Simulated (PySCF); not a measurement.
# V+ (vanadium, charge +1): UHF calculation

Configuration: [Ar] 3d3 4s1, 4s spin antiparallel (an excited configuration). Computed with PySCF 2.14 in aug-cc-pVDZ-DK (7s6p4d2f, 59 functions), with the spin-free X2C one-electron Hamiltonian (Gaussian nucleus).

- Total energy: -947.902941 hartree
- One-electron energy: -1295.0237 hartree
- Hartree (Coulomb) energy: 391.6038 hartree
- Exchange energy: -44.4831 hartree
- ⟨S²⟩: 3.0025
- ⟨L²⟩: 12.032
- Sum of ⟨r⟩: 17.59 bohr
- Sum of ⟨r²⟩: 28.79 bohr²
- Langevin diamagnetic susceptibility: -22.8 ×10⁻⁶ cm³/mol

| shell | electrons | mean orbital energy (hartree) | rms radius, mean of both spins (bohr) |
| --- | --- | --- | --- |
| 1s β | 1 | -203.14469 | 0.0768 |
| 1s α | 1 | -203.14228 | 0.0768 |
| 2s α | 1 | -24.45653 | 0.332 |
| 2s β | 1 | -24.40048 | 0.332 |
| 2p α | 3 | -20.36545 | 0.303 |
| 2p β | 3 | -20.30521 | 0.303 |
| 3s α | 1 | -3.59795 | 1.02 |
| 3s β | 1 | -3.39841 | 1.02 |
| 3p α | 3 | -2.42915 | 1.11 |
| 3p β | 3 | -2.17360 | 1.11 |
| 3d α | 3 | -0.78194 | 1.46 |
| 4s β | 1 | -0.47571 | 3.48 |

With the s spin flipped the determinant is a mixture of two multiplicities, not a spectroscopic state.

Densities and radii are taken from the X2C orbitals without a picture-change correction, which distorts them close to the nucleus.

Spin-orbit constants ζ (cm⁻¹) from the X2C one-electron operator on these orbitals: bare nucleus, nucleus screened by l(l+1)(2l+1)/3 electrons, and screened by the Breit-Pauli mean field of the electrons.

| shell | bare | screened nucleus | mean field |
| --- | --- | --- | --- |
| 2p | 40770 | 37220 | 35620 |
| 3p | 4542 | 4147 | 3939 |
| 3d | 365.7 | 206.7 | 180.6 |
